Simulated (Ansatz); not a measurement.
Cl₃H₂NZr (`[NH2][Zr]([Cl])([Cl])[Cl]`). Charge 0, multiplicity 1. Zr: def2 effective core potential. The structure was optimised at the PBE0-D4/def2-TZVP level. It is one conformer, not always the lowest.

```xyz
7

N    -0.796   -0.707   -0.701
Zr    0.429    0.398    0.414
Cl   -0.671    2.410    0.857
Cl    0.958   -0.860    2.310
Cl    2.381    0.823   -0.811
H    -0.803   -1.719   -0.735
H    -1.498   -0.344   -1.334
```

(1) What is the dipole moment at ωB97M-V/def2-TZVPP? (Estimate.)

(2) And with PBE, r2SCAN, B3LYP? (Estimate.)

(3) Give the Mulliken charges with ωB97M-V, r2SCAN, PBE in def2-TZVPP. (Best estimate.)

Answers

(1) Computed: 2.82 D, with components (-1.93, -1.55, -1.35) D in this frame, pointing from negative to positive charge.

(2) Computed: PBE 2.81 D, r2SCAN 2.87 D, B3LYP 2.82 D.

(3) Ansatz gave: 
```csv
atom,ωB97M-V,r2SCAN,PBE
N1,-0.48,-0.57,-0.49
Zr2,0.97,1.11,0.96
Cl3,-0.25,-0.29,-0.26
Cl4,-0.25,-0.29,-0.26
Cl5,-0.26,-0.30,-0.27
H6,0.13,0.17,0.16
H7,0.13,0.17,0.16
```

B3LYP here is the variant with VWN-RPA as its local correlation; programs differ in this.
